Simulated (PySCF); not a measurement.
Isomers of C8H9F3O. Computed with PBE0-D3(BJ)/def2-SVP geometry optimisation, gas phase in PySCF. Energies are electronic, without zero-point or thermal terms, for one conformer each. No frequencies were run at this level. Point groups hold within 0.08 Å.

Task: Order them by energy at this level, lowest first, and give relative energies in kcal/mol.
A. `[O:1]=[C:2]([C@H:3]1[C@@H:4]2[CH2:5][CH2:6][CH2:7][C@H:8]12)[C:9]([F:10])([F:11])[F:12]` with O1–C2–C3–C4 -34°, C2–C3–C4–C5 -157°, C3–C4–C5–C6 -48°, C4–C5–C6–C7 -28°, C5–C6–C7–C8 28°
B. `[CH2:1]=[CH:2][C@@:3]1([F:4])[C@H:5]([CH2:6][F:7])[CH2:8][C:9](=[O:10])[C@@H:11]1[F:12]` with C1–C2–C3–F4 2°, C3–C5–C6–F7 -179°, C2–C3–C5–C6 -68°, C3–C5–C8–C9 -26°, C5–C8–C9–O10 180°, C8–C9–C11–F12 149°
C. `[CH2:1]=[C:2]=[C:3]([CH2:4][CH2:5][CH3:6])[C:7](=[O:8])[C:9]([F:10])([F:11])[F:12]` with C2–C3–C4–C5 101°, C3–C4–C5–C6 179°, C2–C3–C7–O8 180°
D. `[CH:1]#[C:2]/[C:3]([CH2:4][C:5]([F:6])([F:7])[F:8])=[C:9](\[CH3:10])[O:11][CH3:12]` with C2–C3–C4–C5 88°, C3–C9–O11–C12 157°

Result: A (0.0), B (23.1), C (31.7), D (47.3).

As drawn, the lowest has a three-membered ring and a C=O bond, which the highest lacks; the highest has a C≡C bond and a C=C bond outside aromatic rings, which the lowest lacks.

```json
{"SMILES": "O=C([C@H]1[C@@H]2CCC[C@@H]21)C(F)(F)F", "E (Eh)": "-683.79774", "E rel (kcal/mol)": "0.0", "dipole (D)": "3.59", "point group": "–", "A, B, C (MHz)": "1977, 526.2, 507.5"}
{"SMILES": "C=C[C@@]1(F)[C@H](CF)CC(=O)[C@@H]1F", "E (Eh)": "-683.76090", "E rel (kcal/mol)": "23.1", "dipole (D)": "3.73", "point group": "C1", "A, B, C (MHz)": "1109, 884.4, 553.9"}
{"SMILES": "C=C=C(CCC)C(=O)C(F)(F)F", "E (Eh)": "-683.74716", "E rel (kcal/mol)": "31.7", "dipole (D)": "3.36", "point group": "C1", "A, B, C (MHz)": "1413, 590.7, 470.3"}
{"SMILES": "C#C/C(CC(F)(F)F)=C(\\C)OC", "E (Eh)": "-683.72237", "E rel (kcal/mol)": "47.3", "dipole (D)": "3.77", "point group": "C1", "A, B, C (MHz)": "1121, 771.1, 515.7"}
```
